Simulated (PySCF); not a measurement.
The numbers are results of PBE-D3(BJ)/def2-TZVP // B3LYP-D3(BJ)/def2-TZVP in PySCF, not measurements. Isolated molecules, 0 K electronic values unless said otherwise. One relaxed conformer stands for a flexible species; it need not be the lowest. Excitations are Tamm–Dancoff values on a coarser integration grid. The basis has no diffuse functions, so Rydberg states are missing or too high.

Reference species (SMILES): `N[Si](S)(N)N` (neutral, multiplicity 1).

```yaml
S1 excitation (TDA): 5.44 eV
HOMO–LUMO gap: 5.38 eV
```

Changed species: `N[Si](N)(S)S` (2 of 4 NH2 replaced by SH; the reference has 1 of 4 NH2 replaced by SH).

Q: What does the change do to the S1 excitation (TDA) and HOMO–LUMO gap?

A: the S1 excitation (TDA) rises by 0.06 eV, to 5.50 eV; the HOMO–LUMO gap increases by 0.05 eV, to 5.43 eV.
